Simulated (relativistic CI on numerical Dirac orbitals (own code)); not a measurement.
**Electric-dipole transitions in Tm⁴³⁺**

Method of calculation: Dirac-Coulomb-Breit CI, orbitals from a KLI potential per configuration, model QED (radiative potential, 1s self-energy scaled to tabulated hydrogen-like ionisation energies), unscaled Slater integrals (own radial code, finite nucleus).

Configurations in the expansion (outside the closed core [Ne]): 3s2 3p6 3d8, 3s2 3p5 3d9, 3s2 3p4 3d10, 3s 3p6 3d9, 3p6 3d10, 3s 3p5 3d10, 3s2 3p6 3d7 4s, 3s2 3p6 3d7 4p, 3s2 3p4 3d9 4s, 3s2 3p6 3d7 4d, 3s2 3p4 3d9 4p, 3s2 3p5 3d8 4s, 3s2 3p6 3d7 4f, 3s2 3p4 3d9 4d, 3s 3p5 3d9 4s, 3s2 3p5 3d8 4p, 3s 3p5 3d9 4p, 3s2 3p6 3d6 4s2, 3s2 3p5 3d8 4d, 3s 3p5 3d9 4d, 3s 3p6 3d8 4s, 3p6 3d9 4s, 3s2 3p6 3d6 4s 4p, 3s2 3p5 3d8 4f, 3s2 3p6 3d7 5s, 3p6 3d9 4p, 3s 3p6 3d8 4p, 3s2 3p6 3d6 4p2, 3s2 3p6 3d6 4s 4d, 3s2 3p6 3d7 5p, 3s2 3p6 3d7 5d, 3s2 3p5 3d7 4s2, 3p6 3d9 4d, 3s2 3p6 3d6 4p 4d, 3s 3p6 3d8 4d, 3s2 3p6 3d7 5f. Levels of other configurations are missing.

| λ vac (Å) | Lower | Upper | A (s⁻¹) | log gf | S velocity/length |
| --- | --- | --- | --- | --- | --- |
| 6.8141 | 3s2 3p6 3d8 3F_4 [1] | 3s2 3p6 3d7 4f 3G°_5 [398] | 5.51e+12 | -0.38 | 0.96 |
| 6.8192 | 3s2 3p6 3d8 3F_4 [1] | 3s2 3p6 3d7 4f 3D°_3 [394] | 2.31e+13 | 0.05 | 0.93 |
| 7.0657 | 3s2 3p6 3d8 3F_4 [1] | 3s2 3p5 3d8 4s 3F°_4 [291] | 9.00e+12 | -0.22 | 0.97 |
| 7.0827 | 3s2 3p6 3d8 1G_4 [7] | 3s2 3p5 3d8 4s 1H°_5 [377] | 1.38e+13 | 0.06 | 0.97 |
| 7.1299 | 3s2 3p6 3d8 1D_2 [2] | 3s2 3p5 3d8 4s 1F°_3 [281] | 1.07e+13 | -0.24 | 0.97 |
| 7.1410 | 3s2 3p6 3d8 3F_4 [1] | 3s2 3p5 3d8 4s 3G°_5 [261] | 1.35e+13 | 0.05 | 0.97 |
| 8.0628 | 3s2 3p6 3d8 3F_4 [1] | 3s2 3p6 3d7 4p 3F°_4 [98] | 8.28e+12 | -0.14 | 0.98 |
| 8.1597 | 3s2 3p6 3d8 3F_4 [1] | 3s2 3p6 3d7 4p 3G°_5 [88] | 5.24e+12 | -0.24 | 0.96 |
| 22.113 | 3s2 3p6 3d8 1G_4 [7] | 3s2 3p5 3d9 1F°_3 [19] | 3.19e+12 | 0.21 | 0.92 |
| 28.027 | 3s2 3p5 3d9 3F°_4 [10] | 3s 3p6 3d9 3D_3 [24] | 1.71e+12 | 0.15 | 0.70 |
| 31.019 | 3s2 3p6 3d7 4s 5F_5 [33] | 3s2 3p5 3d8 4s 5D°_4 [317] | 1.86e+12 | 0.38 | 0.86 |
| 31.133 | 3s2 3p6 3d8 3F_4 [1] | 3s2 3p5 3d9 3D°_3 [12] | 1.56e+12 | 0.20 | 0.91 |
| 31.806 | 3s2 3p6 3d8 3F_3 [4] | 3s2 3p5 3d9 3D°_2 [14] | 9.26e+11 | -0.15 | 0.91 |
| 32.228 | 3s2 3p6 3d8 1G_4 [7] | 3s2 3p5 3d9 3F°_3 [17] | 8.62e+11 | -0.03 | 0.89 |
| 32.994 | 3s2 3p6 3d8 1D_2 [2] | 3s2 3p5 3d9 1D°_2 [11] | 8.31e+11 | -0.17 | 0.94 |
| 33.019 | 3s2 3p6 3d8 3F_4 [1] | 3s2 3p5 3d9 3F°_4 [10] | 3.92e+11 | -0.24 | 0.92 |
| 61.132 | 3s2 3p6 3d7 4p 3G°_5 [58] | 3s2 3p6 3d7 4d 3H_6 [179] | 4.71e+11 | 0.54 | 1.10 |
| 77.602 | 3s2 3p6 3d7 4s 5F_5 [33] | 3s2 3p6 3d7 4p 5G°_6 [95] | 2.48e+11 | 0.46 | 1.11 |
| 77.988 | 3s2 3p6 3d7 4s 3G_5 [42] | 3s2 3p6 3d7 4p 5G°_6 [123] | 2.42e+11 | 0.46 | 1.13 |
| 78.576 | 3s2 3p6 3d7 4s 3H_6 [50] | 3s2 3p6 3d7 4p 3I°_7 [134] | 2.41e+11 | 0.52 | 1.17 |

Terms are leading LS components. Brackets give the number of a level in order of energy, since labels repeat. The list gives strong lines, with weight on those to low levels, among the lowest 400 of 6493 levels, so that lines to higher ones, which can be the strongest, are missing. Levels whose partners in the same complex of configurations lie outside the list can be far off, and so can their lines. Rates are taken at the computed energies, electric ones in the length gauge. A velocity-to-length ratio far from 1 marks an uncertain rate.

At this charge energies of transitions that change n are usually good to better than 1 %, and those within a shell (Δn = 0) to a few per cent.

From the table, what is the radiative lifetime of 3s2 3p6 3d7 4f 3G°_5?

The listed rates from this level add up to about 5.51e+12 s⁻¹, 97 % of its decay; with all channels τ = 1.76e-13 s.

LS names give the leading component of a level, which can be under half, so a name can repeat, a term be missing and a line seem to break the LS rules.
